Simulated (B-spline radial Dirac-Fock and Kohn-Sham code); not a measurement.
The computed values come from an atomic code on a B-spline grid: the independent-particle Dirac-Slater model, thresholds from Dirac-Fock. Kinetic energies are from the vacuum level. Open shells are spread statistically over j, without multiplet splitting. Without correlation, outer binding energies are uncertain by a few eV, most for open f shells.

Question: A free atom or ion in its tabulated ground configuration is ionised with 675 eV photons and gives these photoelectron lines. Identify it and assign the lines.

| kinetic energy (eV) | relative cross section |
| --- | --- |
| 2.05 | 19.1 |
| 197.6 | 22.7 |
| 215.8 | 36.7 |
| 444.3 | 2.0 |
| 468.3 | 77.0 |
| 471.9 | 100.0 |
| 487.2 | 1.6 |
| 505.4 | 4.9 |
| 563.1 | 1.7 |
| 565.4 | 2.7 |

Answer: Au⁷⁺, [Xe] 4f14 5d4. Binding energies are hν less the kinetic energy: 4p3/2 673.0 eV, 4d3/2 477.4 eV, 4d5/2 459.2 eV, 5s 230.7 eV, 4f5/2 206.7 eV, 4f7/2 203.1 eV, 5p1/2 187.8 eV, 5p3/2 169.6 eV, 5d3/2 111.9 eV, 5d5/2 109.6 eV.

Run: 8.9 s of CPU time on 1 thread of Neoverse-N1 (shared host), peak memory 0.39 GiB.
